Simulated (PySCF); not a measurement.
Bi(TeH)3, SMILES [TeH][Bi]([TeH])[TeH] (H3BiTe3) (PBE0/def2-SVP optimised geometry):

```
7

Bi     0.754     0.674     0.000
Te    -2.109     0.674     0.000
H     -2.140     2.342     0.000
Te     0.713    -1.963    -1.164
H      2.140    -2.342    -0.391
Te     1.024     0.099     2.805
H      2.676     0.337     2.721
```

Level of theory: PBE0/def2-TZVP, def2 effective core potentials past Kr (PySCF).

### Question
What are the frontier orbital energies and the dipole moment?

### Answer
HOMO-2 -6.66 eV, HOMO-1 -6.38 eV, HOMO -6.27 eV, LUMO -2.31 eV, LUMO+1 -2.12 eV; dipole moment 2.04 D.

On the same geometry PBE/def2-TZVP, def2 effective core potentials past Kr (PySCF 2.14.0) gives HOMO-2 -5.65 eV, HOMO-1 -5.43 eV, HOMO -5.30 eV, LUMO -2.91 eV, LUMO+1 -2.75 eV; dipole moment 1.87 D.
